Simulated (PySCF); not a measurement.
Compound: C₄H₆ClN₃.
Atom-mapped SMILES: `[CH3:1][CH2:2][n:3]1[n:4][cH:5][c:6]([Cl:7])[n:8]1`

Structure used (GFN2-xTB), in Å, numbered top down from 1:
```
atom  x, y, z in Å
C1    -2.028    0.213    0.462
C2    -1.155   -0.196   -0.720
N3     0.234   -0.150   -0.364
N4     0.881   -1.191    0.093
C5     2.103   -0.755    0.354
C6     2.135    0.607    0.027
Cl7    3.428    1.697    0.142
N8     0.935    0.956   -0.423
H9    -1.778    1.223    0.776
H10   -1.869   -0.464    1.298
H11   -3.075    0.182    0.178
H12   -1.376   -1.220   -1.027
H13   -1.305    0.488   -1.558
H14    2.871   -1.389    0.740
```

Definitions: NICS(0) = −σiso at the ring centroid; NICS(1) = −σiso and NICS(1)zz = −σzz at ±1 Å along the ring normal z. Level: GIAO PBE0/pcSseg-1 (PySCF, non-relativistic, gas phase) on the GFN2-xTB geometry, one conformer.

Ring bond lengths (Å), with Mayer bond orders in brackets: N3–N4 1.308 (1.25), N4–C5 1.323 (1.50), C5–C6 1.401 (1.26), C6–N8 1.329 (1.44), N8–N3 1.311 (1.22).

Question: What do the NICS probes read (ppm)?

Answer: 
| ring | type | NICS(0) | NICS(1), two faces | NICS(1)zz, two faces | rms pucker (Å) | centre to ring atoms, mean (Å) |
| --- | --- | --- | --- | --- | --- | --- |
| N3–N4–C5–C6–N8 | 5-membered ring with 3 N; formal bonds all aromatic | -13.2 | -12.8 / -12.8 | -30.5 / -31.5 | 0.00 | 1.13 |

Question: What can be read from them?

Answer: 
- N3–N4–C5–C6–N8: mean NICS(1)zz -31.0 ppm, shielded. The ring is flat and has no four-coordinate atom; by the NICS criterion it is aromatic.

Question: How equal are the bonds by HOMA? HOMA = 1 − mean of α(R − Ropt)² over the ring bonds, with Krygowski's 1993 parameters (CC: Ropt 1.388 Å, α 257.7 Å⁻²; CN: Ropt 1.334 Å, α 93.52 Å⁻²; NN: Ropt 1.309 Å, α 130.33 Å⁻²).

Answer: 
- N3–N4–C5–C6–N8: HOMA 0.99; the largest term is that of C5–C6, α(R − Ropt)² = 0.05. The geometric and the magnetic index point the same way.

Question: List the ring angles and the Hirshfeld charges of the ring atoms.

Answer: 
- N3–N4–C5–C6–N8: N3 115.0° (+0.106 e), N4 105.3° (-0.126 e), C5 107.2° (-0.042 e), C6 108.3° (+0.020 e), N8 104.2° (-0.140 e); sum 540.0° against 540° for a flat convex ring.

Question: What are the shieldings of the ring atoms and their hydrogens in the same run (means over atoms taken as equivalent)?

Answer: 
| atoms | environment | σ isotropic (ppm) | principal values of the symmetric part, first atom (ppm) |
| --- | --- | --- | --- |
| N3 | pyrrole-type nitrogen | -11.5 | -126.7, 3.2, 89.0 |
| N4 | pyridine-type nitrogen | -99.2 | -328.9, -128.4, 159.7 |
| C5 | aromatic CH next to a ring nitrogen | 49.7 | -26.9, 51.0, 125.1 |
| C6 | aromatic C–Cl carbon | 39.4 | -36.0, 62.9, 91.2 |
| N8 | pyridine-type nitrogen | -88.9 | -305.4, -121.2, 160.0 |
| H14 | aromatic hydrogen | 24.28 | 21.7, 24.2, 26.9 |

On Arm Neoverse V1, one thread, no GPU (shared host), this took 26 s wall. This is the whole shielding run at PBE0/pcSseg-1, SCF included.
